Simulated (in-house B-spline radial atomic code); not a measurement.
Values are calculated unless marked as measured or tabulated.
Two electrons in Ge: a parabolic dot with ħω = 32.4 meV in all three directions with an ionised donor at its centre

For Ge the NSM archive of the Ioffe Institute lists m_l = 1.6 m0, m_t = 0.08 m0 and ε = 16.2; the model takes one isotropic valley with the conductivity mass 3/(1/m_l + 2/m_t) = 0.117 m0, and so misses anisotropy and the other valleys. All triplets below are those of one valley; with several valleys two electrons can form a triplet in the 1s orbital itself, at an energy set by the valley splitting. Real donors also feel a central-cell potential, which shifts the ground state.

Effective-mass model with parabolic bands, a uniform dielectric constant, no image charges, no central-cell or spin-orbit terms. Two-electron levels come from full CI in B-splines with partial waves to l = 5 (up to 0.001 effective hartree above the limit).

**Question.** What are the effective units, and what is the potential in them?

**Answer.** Ha* = 27211.386 meV × 0.117/16.2² = 12.13 meV and a* = 0.0529177 nm × 16.2/0.117 = 7.327 nm. The frequency is ω = 2.67 Ha*, with −1/r added.

In these units the lowest s and p orbitals lie at 1.9843 and 5.4083, and their Coulomb and exchange integrals are J_ss = 1.5120, J_sp = 1.1725 and K_sp = 0.2138. Full CI gives 5.3989 for the ground singlet, 8.3317 for the sp triplet, 8.7068 for the sp singlet and 10.6440 for the lowest triplet of two s orbitals.

**Question.** What does it cost to add the second electron, to first order and exactly?

**Answer.** To first order E = 2ε_s + J_ss = 5.4805, so the charging energy E(2) − 2E(1) is J_ss = 18.34 meV. CI gives 5.3989 − 2 × (1.9843) = 1.4303, or 17.35 meV: relaxation and correlation lower it by 0.9903 meV, 5.4 % of J_ss. The s² configuration of one-electron orbitals holds 99.0 % of the state, and the mean radius is 4.62 nm.

**Question.** How far above the singlet do the triplets lie?

**Answer.** To first order the sp triplet lies at ε_s + ε_p + J_sp − K_sp = 8.3513, which is 34.83 meV above 2ε_s + J_ss. CI gives 8.3317 − (5.3989) = 2.9329, or 35.58 meV, 86 % of the orbital spacing of 41.54 meV. The ss triplet lies 63.63 meV up, so the lower of the two is the sp one, and its gap equals k_BT at 413 K. The sp singlet-triplet splitting is 4.551 meV, against 2K_sp = 5.188 meV.
